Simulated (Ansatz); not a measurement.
Cost and result up the ladder for the cluster Li₈S₄ (12 atoms). Total charge 0; singlet. Geometry: PBE0-D4/def2-SVP.

```xyz
12

Li   -2.556   -0.456    2.334
Li    1.505   -0.406   -2.662
Li    2.377    1.448   -1.234
Li   -3.578    3.000    1.629
Li   -1.449    0.847   -0.383
Li   -1.455   -3.886    2.691
Li    5.133    0.316   -3.617
Li    0.414   -1.106    1.311
S    -3.334    1.064    0.848
S     3.177    0.977   -3.295
S    -0.909   -1.876    2.977
S     0.675    0.078   -0.601
```

Ansatz on 4 threads of Intel Xeon Platinum 8259CL on a shared host. Times are rough, and most runs start from the orbitals of an earlier one. PBE0-D4/def2-TZVP serves as the yardstick here, not as an exact answer. Differences are given only for rows in sets of like size (and for xTB, whose basis is part of the method), since another set adds its own error. Binding counts from free atoms at the same level (Li doublet, S triplet; other spins of the atoms weren't run), without zero-point energy or a counterpoise term.

LC-ωPBE has ω = 0.4 bohr⁻¹. B3LYP takes the VWN-RPA correlation. Correlated methods freeze 20 core orbitals; core or outer-core shells of Li are correlated, in sets that lack core-valence functions. The rows differ in basis, and correlated rows in double-zeta sets carry the largest basis error. Another isomer (singlet) lies 2.92 eV lower at PBE0-D4/def2-TZVP; other spin states weren't run for this one.

Correlated methods converge slowly with the basis, most of all in double-zeta sets.

| level | functions | wall time | binding energy per atom (eV) | difference from PBE0-D4/def2-TZVP (eV) |
| --- | --- | --- | --- | --- |
| PBE-D4/def2-TZVP (with forces) | 260 | 7 s | 2.70 | 0.04 |
| LC-ωPBE/def2-TZVP | 260 | 8 s | 2.62 | -0.04 |
| PBE0-D4/def2-TZVP | 260 | 9.5 s | 2.66 | 0.00 |
| B3LYP-D4/def2-TZVP | 260 | 10 s | 2.68 | 0.03 |
| r2SCAN-D4/def2-TZVP | 260 | 11 s | 2.70 | 0.05 |
| CCSD(T)/def2-SVP | 144 | 38 s | 2.46 | – |
